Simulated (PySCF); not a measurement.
**Pd- (palladium, charge -1) across methods**

[Kr] 4d10 5s1, 2S determinant. Computed with PySCF 2.14 in x2c-TZVPPall with one added diffuse shell each of s, p, d, f type (9s7p7d3f1g, 95 functions), with scalar relativity by spin-free X2C-1e. The B2PLYP total includes its PT2 part (frozen core); its orbital energies are those of the SCF part.

```json
{"method": "PBE", "E (hartree)": "-5044.91", "mean ε 5s α (eV)": "1.289", "mean ε 4d α (eV)": "1.489", "mean ε 4d β (eV)": "1.614", "Σ⟨r²⟩ (bohr²)": "75.33", "⟨S²⟩": "0.754"}
{"method": "LDA", "E (hartree)": "-5039.98", "mean ε 5s α (eV)": "1.150", "mean ε 4d α (eV)": "1.349", "mean ε 4d β (eV)": "1.471", "Σ⟨r²⟩ (bohr²)": "73.74", "⟨S²⟩": "0.752"}
{"method": "UHF", "E (hartree)": "-5042.73086", "mean ε 5s α (eV)": "0.268", "mean ε 4d α (eV)": "-3.995", "mean ε 4d β (eV)": "-4.048", "Σ⟨r²⟩ (bohr²)": "89.34", "⟨S²⟩": "0.752"}
{"method": "BHandHLYP", "E (hartree)": "-5045.26", "mean ε 5s α (eV)": "0.680", "mean ε 4d α (eV)": "-1.185", "mean ε 4d β (eV)": "-1.136", "Σ⟨r²⟩ (bohr²)": "77.07", "⟨S²⟩": "0.750"}
{"method": "r2SCAN", "E (hartree)": "-5045.30", "mean ε 5s α (eV)": "1.124", "mean ε 4d α (eV)": "1.440", "mean ε 4d β (eV)": "1.551", "Σ⟨r²⟩ (bohr²)": "75.27", "⟨S²⟩": "0.755"}
{"method": "B2PLYP", "E (hartree)": "-5044.75", "mean ε 5s α (eV)": "0.690", "mean ε 4d α (eV)": "-1.238", "mean ε 4d β (eV)": "-1.206", "Σ⟨r²⟩ (bohr²)": "78.89", "⟨S²⟩": "0.751"}
{"method": "PBEsol", "E (hartree)": "-5042.38", "mean ε 5s α (eV)": "1.277", "mean ε 4d α (eV)": "1.509", "mean ε 4d β (eV)": "1.635", "Σ⟨r²⟩ (bohr²)": "74.30", "⟨S²⟩": "0.754"}
{"method": "MN15", "E (hartree)": "-5048.59", "mean ε 5s α (eV)": "0.386", "mean ε 4d α (eV)": "-0.743", "mean ε 4d β (eV)": "-0.662", "Σ⟨r²⟩ (bohr²)": "75.11", "⟨S²⟩": "0.753"}
{"method": "PBE0", "E (hartree)": "-5044.96", "mean ε 5s α (eV)": "0.935", "mean ε 4d α (eV)": "0.187", "mean ε 4d β (eV)": "0.261", "Σ⟨r²⟩ (bohr²)": "75.51", "⟨S²⟩": "0.753"}
```

At PBE the highest occupied level has a positive energy, so only the finite basis holds that electron; in a semilocal or global hybrid functional this comes from self-interaction and does not mean that the real anion is unbound.

The highest occupied level is positive at PBE, LDA, UHF, BHandHLYP, r2SCAN, B2PLYP, PBEsol, MN15, PBE0: only the finite basis holds that electron, at UHF too, so the state is unbound at these levels.
